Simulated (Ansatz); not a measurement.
Consider the substitution at a C–Si bond: `C[SiH](F)[SnH3]` + `[OH][AlH][Cl]` → `C[O][AlH][Cl]` + `F[SiH2][SnH3]`.

Program: Ansatz. Geometries: PBE0-D4/def2-TZVP. ΔE: electronic, gas phase. CCSD(T)/CBS is the MP2 limit (def2-TZVPP, def2-QZVPP) plus CCSD(T) − MP2 in def2-TZVPP, frozen cores. This one scheme is used for every species. Functionals use def2-TZVPP. B3LYP here is the variant with VWN-RPA as its local correlation; programs differ in this. Elements past krypton have def2 core potentials. For Sn outer-core shells are correlated without core-valence functions, which leaves a few kJ/mol of doubt a bond. One conformer a species, not always the lowest.

Problem. Is it downhill or uphill in electronic energy at CCSD(T)/CBS, and by how much? (Best estimate.)

Solution. Computed: Uphill: ΔE = +1.16 eV.

Problem. What do these levels give: B3LYP-D4, ωB97X-V, ωB97M-V, B2PLYP, PBE, PBE0, HF/def2-TZVPP, CCSD/def2-TZVPP, SCS-MP2/def2-QZVPP, HF/CBS(def2), MP2/CBS(def2), CCSD/CBS(def2)? (An estimate is asked.)

Solution. Ansatz gave: B3LYP-D4 1.06, ωB97X-V 1.07, ωB97M-V 1.13, B2PLYP 1.09, PBE 1.10, PBE0 1.12, HF/def2-TZVPP 0.94, CCSD/def2-TZVPP 1.10, SCS-MP2/def2-QZVPP 1.13, HF/CBS(def2) 0.93, MP2/CBS(def2) 1.24, CCSD/CBS(def2) 1.14 eV.

Largest T1 diagnostic among the species: 0.013.

In def2-TZVPP, CCSD(T) changes the Hartree–Fock value by +0.18 eV (the triples alone add +0.02 eV) and MP2 by +0.26 eV.
